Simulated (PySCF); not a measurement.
# Reading the logs of faulty runs: BCFH4Si

These are calculations, not measurements. The program is PySCF 2.14.0, an open-source quantum chemistry code, run on an isolated molecule that a program drew, which may never have been made. The molecule is BCFH4Si (charge 0, singlet), drawn as the SMILES string `C=B[SiH2]F`.

Each row is a Hartree-Fock (HF) and frozen-core CCSD(T) single point in the cc-pV(D+d)Z basis, meant for a local HF minimum. Run 1 is clean. Each other run has one planted mistake out of seven kinds, and not every kind appears here: one electron removed, one electron added, multiplicity raised by two, geometry at a saddle point, minimal basis STO-3G, one bond length entered in bohr, all coordinates scaled. The reference is restricted for singlets and unrestricted otherwise, and also for a bond in bohr. Adding or removing an electron swaps singlet and doublet. Electrons count all cores. HOMO and LUMO are orbital energies over both spins, the gradient is its largest component, and the lowest frequency (negative if imaginary) is given only where the gradient is small. Bond lengths are over the 7 bonds as drawn. T1 is the CCSD diagnostic: over 0.02 (restricted) or 0.045 (unrestricted) a single reference is doubtful.

Geometry of the clean run:
```xyz
8
BCFH4Si, angstrom
C    -0.0049   -2.7669   -1.9106
B     0.6931   -1.8644   -1.1242
Si    1.6614   -0.4825   -0.0532
F     2.4875   -1.1493    1.1668
H     0.4394   -3.2406   -2.7809
H    -1.0296   -3.0527   -1.6927
H     0.6927    0.4573    0.5365
H     2.6345    0.2185   -0.9082
```

```
run  electrons  basis functions  <S^2>  HOMO (eV)  LUMO (eV)  gradient (hartree/bohr)  lowest frequency (cm^-1)  mean bond (Å)  longest bond (Å)      T1  HF (hartree)  CCSD(T) (hartree)                     mistake
  1         38               85  0.000      -9.19       1.60                  1.5e-05                       140         1.4456             1.999  0.0138    -453.25552         -453.80182                    no fault
  2         38               85  2.016      -7.28       0.24                  7.4e-02                         -         1.4456             1.999  0.0125    -453.19601         -453.70660  multiplicity raised by two
  3         38               85  0.000      -9.01       1.46                  2.6e-02                         -         1.4962             2.069  0.0145    -453.24610         -453.79834      all coordinates scaled
  4         37               85  0.756     -18.24      -6.79                  4.7e-02                         -         1.4456             1.999  0.0141    -452.96753         -453.46627        one electron removed
  5         38               28  0.000      -6.99       6.76                  3.2e-02                         -         1.4456             1.999  0.0103    -447.66812         -447.87047        minimal basis STO-3G
  6         38               85  1.102      -9.22       1.35                  1.3e-02                         -         1.6996             3.777  0.0365    -453.13682         -453.65542                           ?
```

**Which mistake was planted in run 6, and what did it cost?**

The mean bond changes by a factor of 1.176 and the longest by 1.889, so the molecule wasn't scaled as a whole. A length L in bohr read as angstrom grows by (1/0.5292 - 1) L = 0.890 L. The 7 bonds together grew by 7 x 0.2540 = 1.778 Å, which gives L = 1.998 Å. That is bond B2-Si3, 1.999 Å in the clean geometry. So the mistake is: one bond length entered in bohr. Subtracting run 1 and multiplying by 627.51 kcal/mol a hartree, the energy moved by 74.5 kcal/mol in HF and 91.9 kcal/mol in CCSD(T).

